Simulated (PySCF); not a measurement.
## Hf (hafnium, neutral) across methods

[Xe] 4f14 5d2 6s1 7s1, high-spin 5F determinant (an excited configuration). All numbers are calculated (PySCF 2.14, scalar relativity through the core potential, in aug-cc-pVDZ-PP with ECP60MDF (5s5p4d2f, 54 functions)).

```
method  E (hartree)  mean ε 6s α (eV)  mean ε 5d α (eV)  mean ε 7s α (eV)  Σ⟨r²⟩ (bohr²)   ⟨S²⟩
  PBE0     -48.2608            -8.804            -8.084            -1.759          128.1  6.001
   UHF    -47.81587           -10.389           -10.996            -2.172          130.8  6.004
  MN15     -48.1942            -9.357            -8.246            -1.388          124.3  6.001
  TPSS     -48.2730            -8.039            -7.011            -1.489          128.6  6.001
   PBE     -48.2882            -8.139            -6.938            -1.539          127.3  6.000
   LDA     -48.1252            -8.400            -6.871            -1.539          126.2  6.000
```

**Question.** Estimate the same row for r2SCAN.

**Answer.** E (hartree) = -48.2942; mean ε 6s α (eV) = -8.240; mean ε 5d α (eV) = -7.249; mean ε 7s α (eV) = -1.489; Σ⟨r²⟩ (bohr²) = 127.6; ⟨S²⟩ = 6.001.

Energies and moments cover only the electrons outside the core potential. Spin-orbit coupling, absent here, splits the open shell strongly. The outer electron is Rydberg-like, and this basis confines it to a smaller radius and binds it less than a complete one would.
